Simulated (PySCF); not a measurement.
## UHF on C⁻ (carbon, charge -1)

Configuration: [He] 2s2 2p3, high-spin 4S determinant. Calculation: PySCF 2.14, in aug-cc-pCVTZ-DK; scalar relativity by spin-free X2C-1e.

- Total energy: -37.723378 hartree
- One-electron energy: -52.5618 hartree
- Hartree (Coulomb) energy: 20.1064 hartree
- Exchange energy: -5.2679 hartree
- ⟨S²⟩: 3.7568
- ⟨L²⟩: 0.000
- Sum of ⟨r⟩: 10.35 bohr
- Sum of ⟨r²⟩: 26.08 bohr²
- Langevin diamagnetic susceptibility: -20.7 ×10⁻⁶ cm³/mol

| shell | electrons | mean orbital energy (hartree) | rms radius, mean of both spins (bohr) |
| --- | --- | --- | --- |
| 1s α | 1 | -10.97976 | 0.312 |
| 1s β | 1 | -10.93170 | 0.312 |
| 2s α | 1 | -0.52618 | 1.91 |
| 2s β | 1 | -0.21383 | 1.91 |
| 2p α | 3 | -0.07781 | 2.49 |

Spin-orbit constants ζ (cm⁻¹) from the X2C one-electron operator on these orbitals: bare nucleus, nucleus screened by l(l+1)(2l+1)/3 electrons, and screened by the Breit-Pauli mean field of the electrons.

| shell | bare | screened nucleus | mean field |
| --- | --- | --- | --- |
| 2p | 43.39 | 28.93 | 22.47 |
